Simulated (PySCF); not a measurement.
A structure optimised at r2SCAN-D4/def2-SVP, used in a PySCF frequency run:

```xyz
11

B      0.0000     0.0000     1.4909
N      0.0000    -1.2291     0.7740
B      0.0000    -1.2588    -0.6599
N      0.0000     0.0000    -1.3383
B      0.0000     1.2588    -0.6599
N      0.0000     1.2291     0.7740
H      0.0000    -2.1067     1.2810
H      0.0000    -2.3044    -1.2663
H      0.0000     0.0000    -2.3518
H      0.0000     2.3044    -1.2663
H      0.0000     2.1067     1.2810
```
Charge 0, spin multiplicity 2.

Problem. Write its SMILES, formula and point group.

Solution. [B]1NBNBN1, B₃H₅N₃, C2v

Problem. What are its rotational constants (standard atomic weights)?

Solution. 5.7853, 5.2514, 2.7527 GHz
